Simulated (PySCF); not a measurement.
Species: CH6AsNSi.
Numbering: `[H]/[N:1]=[CH:2]/[SiH2:3][AsH2:4]` (hydrogens: H5 on N1; H6 on C2; H7, H8 on Si3; H9, H10 on As4)

Computed, not measured: PBE0-D3(BJ)/def2-SVP geometry optimisation, gas phase (PySCF 2.14.0).

(1) List the bond lengths, angles and torsions at this level.

## Answers

(1) 
```
           bond  length (Å)   order
          N1=C2       1.272  double
         C2–Si3       1.904  single
        Si3–As4       2.358  single
          N1–H5       1.027  single
          C2–H6       1.112  single
 Si3–H7, Si3–H8       1.497  single
As4–H9, As4–H10       1.525  single
```

Bonds in one row agree within 0.01 Å and their mean is given. Orders are formal, as drawn. A selection of angles:
```
     angle  degrees
  C2–N1–H5    111.0
 N1–C2–Si3    120.2
  N1–C2–H6    122.4
 Si3–C2–H6    117.4
C2–Si3–As4    112.2
 C2–Si3–H7    108.0
 C2–Si3–H8    108.8
As4–Si3–H7    110.0
 H7–Si3–H8    107.3
Si3–As4–H9     89.9
H9–As4–H10     91.5
```

Dihedral angles: N1–C2–Si3–As4 -10° (synperiplanar); H5–N1–C2–Si3 -179° (antiperiplanar). The mirror-image conformer, all signs reversed, is as good.

As4 (arsenic bonded to Si and 2 H) is pyramidal (angles 91.5°, 90.5° and 89.9°, sum 271.9°, 0.97 Å off the plane of its three neighbours). Si3 (SiH2 silicon) is tetrahedral (angles from 107.3° to 112.2°).

Not checked by PBE0-D3(BJ)/def2-SVP frequencies. The numbers are those of one conformer (N1–C2–Si3–As4 -10°, C2–Si3–As4–H 38° and -54°).

On one thread of an Arm Neoverse V1, no GPU, shared host with 32 logical CPUs at a one-minute load of 12, this took 48 s wall and 0.45 GiB of memory at its peak. That covers the optimisation of the geometry.
